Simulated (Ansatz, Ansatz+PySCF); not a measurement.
```xyz
5

C     0.0000    0.0000    0.0000
F     0.6988    0.6988    0.6988
F     0.6988   -0.6988   -0.6988
F    -0.6988    0.6988   -0.6988
F    -0.6988   -0.6988    0.6988
```

Basis set: def2-SVP (spherical functions). Left uncorrelated: 5 orbitals. Charge 0, multiplicity 1.

Computed with Ansatz (development build ahead of 0.2.0); each method stands on the lowest determinant of its kind that the runs found. Restricted open shells among the atoms or ions are ROHF, correlated in semicanonical orbitals with singles.

The atomization energy at this shape (free ground-state atoms in the same class of orbitals less the molecule, no zero-point energy) of singlet CF4:

| method | atomization energy |
| --- | --- |
| RHF-CCSD(T) | 1726.4 kJ/mol |
| RHF-CCSD | 1704.0 kJ/mol |
| RHF-MP2 | 1839.6 kJ/mol |
| UHF | 1232.3 kJ/mol |

(1) What does RHF give?

Results:

(1) 1280.6 kJ/mol. Caution: the shape is not the minimum.
